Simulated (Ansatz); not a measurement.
Species: CBr, charge 0, doublet. CBr (SMILES [C]Br, doublet).
B3LYP-D3(BJ)/def2-TZVP minimum from Ansatz (a program for electronic structure):
```xyz
2

C      0.0000     0.0000    -1.5630
Br     0.0000     0.0000     0.2679
```
Charge 0, spin multiplicity 2.

Total energies in hartree (Ansatz). UHF or UKS for unpaired electrons; spin-orbit terms are left out. Cores are frozen in correlated methods (noble-gas shells, and filled d and f shells in the p block). No relativity. Spin-orbit terms, left out, reach several kcal/mol for Br and I, and more for heavier atoms. The determinant of CBr ([C]Br, doublet) is a saddle point of the SCF energy; a lower one exists, which strains HF and MP2.

| species | HF/cc-pVTZ | CCSD(T)/cc-pVTZ | HF/cc-pVQZ | CCSD(T)/cc-pVQZ | CCSDT(Q)/cc-pVQZ |
|---|---|---|---|---|---|
| 1: CBr (SMILES Br[C], doublet) | -2610.19680 | -2610.50576 | -2610.20207 | -2610.53548 | -2610.53797 |
| 2: C (triplet) | -37.69157 | -37.78076 | -37.69331 | -37.78654 | -37.78704 |
| 3: Br (doublet) | -2572.44509 | -2572.60263 | -2572.44802 | -2572.62195 | -2572.62273 |

### Question
Work out the atomisation energy (electronic, to ground-state atoms) in kJ/mol: take Hartree-Fock from cc-pVQZ, extrapolate the CCSD(T) correlation energy as X^-3 (X = 3, 4), and add CCSDT(Q) - CCSD(T) in cc-pVQZ. 1 hartree = 2625.5 kJ/mol.

### Answer

Species 1: correlation (64·(-0.33341) - 27·(-0.30896))/37 = -0.35125; step -0.00249; E1 = -2610.20207 + (-0.35125) + (-0.00249) = -2610.55581
Species 2: correlation (64·(-0.09323) - 27·(-0.08919))/37 = -0.09618; step -0.00050; E2 = -37.69331 + (-0.09618) + (-0.00050) = -37.78999
Species 3: correlation (64·(-0.17393) - 27·(-0.15754))/37 = -0.18589; step -0.00078; E3 = -2572.44802 + (-0.18589) + (-0.00078) = -2572.63469
-1·E1 +1·E2 +1·E3 = 0.13113 hartree = 344.3 kJ/mol.
